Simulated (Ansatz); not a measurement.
Geometry optimisation, UHF/def2-SVP in Ansatz.

Input:

```yaml
crystal:
  periodic: [false, false, false]
  atoms:
    - { symbol: B, position_ang: [-0.528754, -0.413356, -0.975633] }
    - { symbol: F, position_ang: [1.81631, -1.577375, -1.699592] }
    - { symbol: "N", position_ang: [-0.48638, 0.055753, 0.271914] }
    - { symbol: C, position_ang: [-0.776761, 0.088961, 1.667889] }
    - { symbol: C, position_ang: [0.380086, 0.83415, -0.595625] }
    - { symbol: H, position_ang: [1.65286, -0.711694, -1.865307] }
    - { symbol: H, position_ang: [-1.019642, -1.182772, -1.728595] }
    - { symbol: H, position_ang: [-1.501967, -0.686843, 1.911646] }
    - { symbol: H, position_ang: [-1.191659, 1.056926, 1.95707] }
    - { symbol: H, position_ang: [0.127671, -0.082642, 2.257273] }
    - { symbol: H, position_ang: [0.074374, 1.862401, -0.80072] }
    - { symbol: H, position_ang: [1.453862, 0.75649, -0.40012] }
magnetization:
  spin_polarized: true
basis:
  gaussian: { orbitals: def2-SVP }
hamiltonian:
  xc: hf
relax:
  f_tol: 0.03
  max_steps: 50
```

Launched with:

```bash
$ ansatz run input.yaml --threads 2 --pin off --max-ram 3072MiB --backend cpu --events-out ev --progress --plain --runs-dir out
```

Q: Where does it end, and by what steps?

A: The run converged. After 27 steps the energy has fallen by 0.083 eV; F2 moved furthest, 1.62 Å.

```json
{"step": "0", "energy less start (eV)": "0.0000", "largest force component (eV/Å)": "0.651", "accepted": "yes"}
{"step": "1", "energy less start (eV)": "-0.0251", "largest force component (eV/Å)": "0.937", "accepted": "yes"}
{"step": "2", "energy less start (eV)": "-0.0326", "largest force component (eV/Å)": "0.821", "accepted": "yes"}
{"step": "3", "energy less start (eV)": "-0.0361", "largest force component (eV/Å)": "0.941", "accepted": "yes"}
{"step": "4", "energy less start (eV)": "-0.0299", "largest force component (eV/Å)": "0.692", "accepted": "no"}
{"step": "5", "energy less start (eV)": "-0.0500", "largest force component (eV/Å)": "0.170", "accepted": "yes"}
{"step": "6", "energy less start (eV)": "-0.0545", "largest force component (eV/Å)": "0.070", "accepted": "yes"}
{"step": "7", "energy less start (eV)": "-0.0539", "largest force component (eV/Å)": "0.646", "accepted": "no"}
{"step": "8", "energy less start (eV)": "-0.0570", "largest force component (eV/Å)": "0.039", "accepted": "yes"}
{"step": "9", "energy less start (eV)": "-0.0589", "largest force component (eV/Å)": "0.229", "accepted": "yes"}
{"step": "10", "energy less start (eV)": "-0.0617", "largest force component (eV/Å)": "0.294", "accepted": "yes"}
{"step": "11", "energy less start (eV)": "-0.0602", "largest force component (eV/Å)": "0.658", "accepted": "no"}
{"step": "12", "energy less start (eV)": "-0.0652", "largest force component (eV/Å)": "0.095", "accepted": "yes"}
{"step": "13", "energy less start (eV)": "-0.0670", "largest force component (eV/Å)": "0.172", "accepted": "yes"}
{"step": "14", "energy less start (eV)": "-0.0684", "largest force component (eV/Å)": "0.388", "accepted": "yes"}
{"step": "15", "energy less start (eV)": "-0.0714", "largest force component (eV/Å)": "0.168", "accepted": "yes"}
{"step": "16", "energy less start (eV)": "-0.0746", "largest force component (eV/Å)": "0.108", "accepted": "yes"}
{"step": "17", "energy less start (eV)": "-0.0752", "largest force component (eV/Å)": "0.423", "accepted": "yes"}
{"step": "18", "energy less start (eV)": "-0.0772", "largest force component (eV/Å)": "0.327", "accepted": "yes"}
{"step": "19", "energy less start (eV)": "-0.0704", "largest force component (eV/Å)": "0.286", "accepted": "no"}
{"step": "20", "energy less start (eV)": "-0.0803", "largest force component (eV/Å)": "0.092", "accepted": "yes"}
{"step": "21", "energy less start (eV)": "-0.0809", "largest force component (eV/Å)": "0.050", "accepted": "yes"}
{"step": "22", "energy less start (eV)": "-0.0816", "largest force component (eV/Å)": "0.226", "accepted": "yes"}
{"step": "23", "energy less start (eV)": "-0.0821", "largest force component (eV/Å)": "0.108", "accepted": "yes"}
{"step": "24", "energy less start (eV)": "-0.0825", "largest force component (eV/Å)": "0.040", "accepted": "yes"}
{"step": "25", "energy less start (eV)": "-0.0826", "largest force component (eV/Å)": "0.191", "accepted": "yes"}
{"step": "26", "energy less start (eV)": "-0.0830", "largest force component (eV/Å)": "0.047", "accepted": "yes"}
{"step": "27", "energy less start (eV)": "-0.0831", "largest force component (eV/Å)": "0.020", "accepted": "yes"}
```

```xyz
12
Properties=species:S:1:pos:R:3
B -0.371 -0.775 -0.663
F 1.887 -0.660 -3.034
N -0.480 -0.067 0.458
C -1.031 0.334 1.712
C 0.660 0.376 -0.326
H 1.445 -0.430 -2.278
H -0.809 -1.644 -1.338
H -1.907 -0.272 1.937
H -1.329 1.384 1.686
H -0.301 0.207 2.514
H 0.588 1.373 -0.765
H 1.647 0.174 0.096
```

Whether the end is a true minimum wasn't checked by a vibrational analysis.

Time of the run: 20 s on 2 threads of AMD EPYC 9R45 96-Core Processor (Zen 5), with other jobs on the host, peak memory 0.27 GiB.
